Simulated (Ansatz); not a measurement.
One elementary step

Start structure (GePNH8, singlet), relaxed at PBE0-D4/def2-TZVP:

| atom | x (Å) | y (Å) | z (Å) |
| --- | --- | --- | --- |
| Ge1 | -0.7766 | 0.1512 | -1.5621 |
| N2 | 0.6035 | 1.1233 | -0.8126 |
| H3 | -0.3067 | -1.3090 | -1.6210 |
| H4 | -1.9847 | 0.3082 | -0.6281 |
| H5 | -1.1722 | 0.6134 | -2.9842 |
| H6 | 0.5606 | -0.2978 | 1.4345 |
| P7 | 0.0180 | -1.3496 | 2.2203 |
| H8 | 1.4695 | 1.0588 | -1.3309 |
| H9 | 0.3861 | 2.1035 | -0.6913 |
| H10 | -0.0898 | -0.5467 | 3.3863 |
| H11 | 1.2925 | -1.8552 | 2.5891 |

The step: GeNH₅ ([NH2][GeH3]) + PH₃ → GePH₅ ([PH2][GeH3]) + NH₃; bonds formed: Ge1–P7, N2–H6; bonds broken: Ge1–N2, H6–P7. Computed with Ansatz 0.2.0 (basis: def2-TZVPP and def2-QZVPP); correlated methods freeze the cores. Filled d shells of the heavier atoms are correlated. The def2 sets are not built for correlating such inner shells, so the correlated values are less sure here. Extrapolation: Hartree–Fock as exp(−7.88 √X), correlation as X^−2.97. Energies below are by CCSD(T) at an estimated basis limit (MP2 extrapolated from triple and quadruple zeta, plus CCSD(T) − MP2 in triple zeta).

Problem. What are the electronic barrier and the energy of the step, from the start structure to the end structure? (To be estimated.)

Solution. Computed: Barrier 165.0 kJ/mol; step energy -32.3 kJ/mol (downhill); reverse barrier, their difference, 197.3 kJ/mol. Barrier and step energy count from the start structure, the reverse barrier from the end structure.

The saddle point: One imaginary mode of 344i cm⁻¹.
```
  pair  start (Å)  saddle (Å)  end (Å)
Ge1–P7       4.15        3.01     2.32
 N2–H6       2.66        1.09     1.01
Ge1–N2       1.85        1.98     3.35
 H6–P7       1.42        2.02     3.07
```

Zero-point energy (harmonic, PBE0-D4): ZPE is 193.7 kJ/mol at the start and 199.5 kJ/mol at the saddle, so the barrier goes from 165.0 to 170.8 kJ/mol.

The T1 diagnostic stays at or below 0.012.

Labels in which every atom is bracketed show which atoms are joined, not bond orders.

For scale, one of the runs: CCSD(T)/def2-TZVPP, 233 basis functions, launched by `ansatz run in.yaml --threads 4 --pin off --events-out ev --progress --plain --max-ram 9574MiB`. The run took 3.5 min on 4 CPU threads of an AMD EPYC (shared host), with 4 GiB of host memory at its peak.
